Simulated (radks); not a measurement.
Values are calculated unless marked as measured or tabulated.
Spherical quantum dot in the effective-mass picture: electrons in a parabolic well V = omega^2 r^2 / 2 with omega = 3.12, with a point charge +1 (a donor) at the centre, all in effective atomic units (hartree* = m*/eps^2 hartree, bohr* = eps/m* bohr), one dielectric constant everywhere. Level of theory: non-relativistic Kohn-Sham, r2SCAN, spin-polarised, spherical densities, generalised Kohn-Sham scheme (a radial shooting solver with Libxc functionals). Levels are named by radial order and angular momentum (1s, 1p, 1d, 2s, ...), and open shells are averaged over m. Results are scaled to m* = 0.595 and eps = 16.1, for which hartree* = 62.46 meV and bohr* = 1.432 nm.

N = 26, configuration 1s2 1p6 1d10 2s2 1f(up 6, down 0). This is the lowest configuration that the search found. Occupied and some empty levels:

| level | occupation | eigenvalue (meV) | <r> (nm) |
|---|---|---|---|
| 1s up | 1 | 1536.3 | 1.094 |
| 1s down | 1 | 1538.4 | 1.075 |
| 1p up | 3 | 1672.4 | 1.530 |
| 1p down | 3 | 1679.9 | 1.510 |
| 2s up | 1 | 1785.3 | 1.567 |
| 2s down | 1 | 1795.0 | 1.573 |
| 1d up | 5 | 1800.1 | 1.790 |
| 1d down | 5 | 1811.6 | 1.779 |
| 1f up | 6 | 1934.8 | 1.989 |
| 1f down | 0 | 1948.9 | 1.985 |
| 2p up | 0 | 1952.8 | 1.778 |
| 2p down | 0 | 1961.8 | 1.785 |
| 1g up | 0 | 2077.4 | 2.158 |
| 1g down | 0 | 2093.1 | 2.158 |
| 2d up | 0 | 2108.9 | 1.983 |
| 2d down | 0 | 2119.1 | 1.984 |

Energy (meV): total 31023.4, kinetic 5873.2, external 10683, Hartree 15895, exchange-correlation -1427.6.
